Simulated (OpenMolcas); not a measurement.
**Lines of C2+: computed and rescaled rates**

```json
{
 "Program": "OpenMolcas",
 "Method": "MS-CASPT2, IPEA 0.25 Eh, imaginary shift 0.1 Eh (closed shells correlated: 1s)",
 "Basis": "ANO-RCC-VQZP [5s4p3d2f1g]",
 "Scalar Hamiltonian": "DKH2, point nucleus",
 "Active space": "2 electrons in 4 orbitals (2s 2p)",
 "State averaging": "2S+1 = 3 even, 3 roots; 2S+1 = 1 even, 7 roots; 2S+1 = 3 odd, 3 roots; 2S+1 = 1 odd, 3 roots",
 "Spin-orbit coupling": "RASSI with atomic mean-field integrals over the reference wave functions, term energies averaged over their components"
}
```

Rates come from the transition moments of the reference wave functions (E1 and E2 in the length form). At fixed line strength A goes as λ^-3 for E1 and M1 and as λ^-5 for E2, so a rate at the computed wavelength can be rescaled to the measured one. Measured vacuum wavelengths follow from level energies in Moore, Selected Tables of Atomic Spectra, NSRDS-NBS 3, section 3. Branching counts decays inside the model space alone, at computed energies, and the table is only a selection of the E1 lines, drawn from those between levels with measured partners whose computed energy lies within a factor of 1.5 of the measured one.

| Upper | Lower | Type | λ computed (nm) | λ measured (nm) | A computed (s-1) | A rescaled (s-1) | Branching % |
| --- | --- | --- | --- | --- | --- | --- | --- |
| 2p2 1D2 | 2s 2p 1P* 1 | E1 | 230.6 | 229.8 | 2.04e+08 | 2.06e+08 | 100.0 |
| 2s 2p 3P* 1 | 2s2 1S0 | E1 | 190.9 | 190.9 | 9.49e+01 |  | 100.0 |
| 2p2 1S0 | 2s 2p 1P* 1 | E1 | 125.8 | 124.7 | 2.51e+09 | 2.58e+09 | 100.0 |
| 2p2 3P1 | 2s 2p 3P* 2 | E1 | 117.6 | 117.6 | 6.04e+08 | 6.04e+08 | 41.6 |
| 2p2 3P0 | 2s 2p 3P* 1 | E1 | 117.5 | 117.6 | 1.45e+09 | 1.45e+09 | 100.0 |
| 2p2 3P2 | 2s 2p 3P* 2 | E1 | 117.5 | 117.6 | 1.09e+09 | 1.09e+09 | 75.0 |
| 2p2 3P1 | 2s 2p 3P* 1 | E1 | 117.5 | 117.6 | 3.63e+08 | 3.62e+08 | 25.0 |
| 2p2 3P1 | 2s 2p 3P* 0 | E1 | 117.5 | 117.5 | 4.85e+08 | 4.85e+08 | 33.4 |
| 2p2 3P2 | 2s 2p 3P* 1 | E1 | 117.4 | 117.5 | 3.64e+08 | 3.63e+08 | 25.0 |
| 2s 2p 1P* 1 | 2s2 1S0 | E1 | 96.47 | 97.7 | 1.76e+09 | 1.69e+09 | 100.0 |

Spin-changing lines and M1 lines between different terms are not rescaled, since their strength hangs on the term gaps too.

The largest correction is for 2s 2p 1P* 1 → 2s2 1S0 (E1): 1.76e+09 × (96.47 / 97.7)^3 = 1.69e+09 s-1, a factor of 0.96.

The computed rate and branching of 2s 2p 1P* 1 → 2s2 1S0 give the upper level a radiative lifetime of 1.000 / 1.76e+09 s-1 = 5.68e-10 s, counting decays inside the model space alone. The rescaled rate gives about 5.9e-10 s.

No measured rate stands beside these. Rescaling mends the energy factor alone: line strengths can still be far off where a level mixes with configurations outside the active space, and weak or spin-changing lines hang on small mixing coefficients that depend on the term gaps too, so rescaling need not improve them.

Measured partners are found by configuration, term and J. A level has none where our copy of the source lacks it or the pairing is in doubt (some pairs that miss far off the trend of their configuration count as doubtful). Levels of configurations outside the active space are missing.

* marks odd parity.
